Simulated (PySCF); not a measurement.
Gas-phase reaction: 3 GeH3 = Ge3H8 + H

Method: PySCF energies plus ideal-gas RRHO corrections (1 bar). † marks an energy on the PBE0/def2-TZVP geometry and frequencies. MP2 freezes the core. Open shells (unrestricted): GeH3 (multiplicity 2), H (multiplicity 2); the rest are closed-shell singlets. Ge: all electrons, no relativistic terms. GeH3: computed as isolated molecules; such fragments, hydroxides, amides, oligomers or adducts are transient or little studied in the gas. MP2 isn't extrapolated to the basis-set limit.

```
level              ΔH°(298 K), kJ
-----------------  --------------
BLYP/def2-TZVP†              -189
MP2/def2-SVP†          (withheld)
PBE0/def2-SVP†         (withheld)
r2SCAN/def2-TZVP†            -218
LDA/def2-TZVP†               -285
```

Some entries are withheld; supply them.


- MP2/def2-SVP†, ΔH°(298 K), kJ: -231
- PBE0/def2-SVP†, ΔH°(298 K), kJ: -233
